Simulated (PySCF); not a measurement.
**CsSn⁺: one state, many levels of theory**

State: ³Π (triplet), unpaired electrons σ ↑, π ↑. Set-up: Cs def2-SVPD with ECP46, Sn def2-SVPD with ECP28; scalar-relativistic core potentials (PySCF 2.14). De refers to Cs⁺ + Sn in their high-spin ground configurations, without counterpoise correction. The functionals are run spin-unrestricted. A positive dipole points towards Sn; it is taken about the centre of mass and depends on that origin.

```
      Level  Re (Å)  ωe (cm⁻¹)  De (eV)  μ (D)
        UHF   4.540       34.1    0.199  -8.18
    UHF-MP2   4.382       38.6    0.250    n/a
UHF-SCS-MP2   4.406       37.9    0.241    n/a
   UHF-CCSD   4.389       38.5    0.248    n/a
UHF-CCSD(T)   4.382       38.7    0.251    n/a
        PBE   4.277       40.3    0.291  -6.89
     revPBE   4.380       36.8    0.259  -7.19
       BP86   4.309       38.9    0.259  -7.04
     r²SCAN   4.317       39.0    0.252  -7.32
       PBE0   4.272       40.5    0.268  -7.12
    r²SCAN0   4.291       40.0    0.252  -7.33
      HSE06   4.273       40.6    0.273  -7.09
```

The bond length runs from 4.272 Å (PBE0) to 4.540 Å (UHF). De spans 0.20 eV (UHF, mean field) to 0.29 eV (PBE, GGA). Correlation at CCSD(T) changes the Hartree–Fock bond energy by +0.05 eV; the triples alone change it by +0.00 eV.

Correlated steps freeze 4 core orbitals. The bond is weak. Basis-set superposition, not corrected here, can be much of De in a small basis, most of all at correlated wavefunction levels. These are scalar-relativistic numbers at best; spin–orbit coupling would shift them, the dissociation energy most. For an ion De counts to the pair picked by the measured ionisation energies or electron affinities, which need not be the lowest pair at this level. The state is the lowest determinant that a PBE0 search found; another state may lie lower at other levels.

The whole job (state search and all levels along the bond) took about 3.7 min on 1 thread of Oxide Virtual Turin-like (shared host), peak memory 0.93 GiB.
